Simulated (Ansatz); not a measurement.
Gas-phase reaction in SMILES: [SnH4] (SnH4) → [SnH3] (SnH3) + H atom (the H-Sn bond at the site shown breaks; other sites are not compared here)
Each molecule is optimised on its own at B3LYP-D3(BJ)/def2-TZVP (Ansatz, an electronic-structure program).

Quantity: bond dissociation energy (electronic energy difference), in eV. Cores are frozen in the correlated levels unless marked. UHF or UKS for open shells. No spin-orbit coupling. The frozen core is the preceding noble-gas configuration, with the filled d and f shells of earlier blocks. Past Kr the def2 sets carry scalar-relativistic core potentials. CBS marks a two-point X^-3 extrapolation of the correlation energy; Hartree-Fock from the larger set.

```json
[
 {"level": "HF/def2-QZVPP", "program": "Ansatz", "bond dissociation energy (eV)": "2.61"},
 {"level": "revPBE/def2-TZVPD", "program": "Ansatz", "bond dissociation energy (eV)": "3.22"}
]
```

Problem. Predict the CCSD(T)/CBS(def2-TZVPPD,def2-QZVPPD) result (Ansatz).

Solution. 3.45 eV
